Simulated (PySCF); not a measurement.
How methods differ on the ionisation energy of V⁺

V⁺ [Ar] 3d4 (5D) → V²⁺ [Ar] 3d3 (4F), as a difference of total energies. All numbers are calculated (PySCF 2.14, scalar relativity by spin-free X2C-1e, in x2c-QZVPPall). Correlated levels: valence and next inner shell: [Ne] frozen. The calculations carry no spin-orbit coupling.

```tsv
method	ionisation energy (eV)
UHF	13.158
MP2 (valence and next inner shell)	14.721
SCS-MP2 (valence and next inner shell)	14.150
CCSD (valence and next inner shell)	14.445
CCSD(T) (valence and next inner shell)	14.519
```

**Question.** How much does correlation contribute at CCSD(T) (valence and next inner shell)?

**Answer.** 14.519 − (13.158) = 1.361 eV, measured against UHF.

The reference lies between the lowest fine-structure levels, while these numbers refer to the centres of the terms.

Errors of the correlated levels include the incompleteness of this basis and the frozen core.

For comparison: 14.634 ± 0.007 eV (measured; NIST Atomic Spectra Database, ionization energies).
